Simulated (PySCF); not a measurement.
# Distorted geometries of Tl(SH)3

Tl(SH)3 (singlet). PySCF 2.14.0, RKS PBE, Tl def2-SVP with ECP60, S def2-SVP, H def2-SVP; non-relativistic Hamiltonian with scalar-relativistic core potentials where named; density fitting; no spin-orbit coupling. Relaxed geometry:

```xyz
7

Tl    0.7119   -0.1954    0.1751
S    -0.5969    0.3333    2.2359
H    -1.7228    0.6049    1.5142
S    -0.4042   -0.3709   -2.0615
H    -1.6404   -0.1565   -1.5272
S     3.1672   -0.5838    0.3343
H     3.2493   -0.8582   -0.9995
```

Order these distorted geometries by energy above the relaxed one, lowest first.
A.
```xyz
7

Tl    0.7344   -0.1700    0.1840
S    -0.6126    0.3056    2.2650
H    -1.7099    0.5941    1.5155
S    -0.4207   -0.3481   -2.0511
H    -1.6527   -0.2075   -1.5276
S     3.1556   -0.5515    0.3087
H     3.2700   -0.8491   -1.0232
```
B.
```xyz
7

Tl    0.6807   -0.1673    0.1859
S    -0.5327    0.3235    2.2921
H    -1.7032    0.6755    1.5020
S    -0.3790   -0.3458   -2.1486
H    -1.6943   -0.2604   -1.5313
S     3.2306   -0.6883    0.3441
H     3.1619   -0.7638   -0.9730
```
C.
```xyz
7

Tl    0.7718   -0.2772    0.2451
S    -0.6988    0.4097    2.2285
H    -1.7156    0.6248    1.6093
S    -0.3619   -0.3571   -2.0253
H    -1.6636   -0.1074   -1.5186
S     3.1148   -0.6851    0.3221
H     3.3174   -0.8343   -1.1898
```

A (0.02 eV), B (0.30 eV), C (0.82 eV).

Which forces (eV/Å) act in the one that lies 0.82 eV up?


```
Tl  -1.83  0.47 -0.09
S    5.22 -1.18  2.82
H   -4.71  0.94 -3.17
S   -0.99  0.19  0.55
H    1.12 -0.20 -0.36
S    1.72 -0.49 -2.40
H   -0.53  0.27  2.65
```
Forces carry noise of the integration grid, about 0.01 to 0.03 eV/Å.
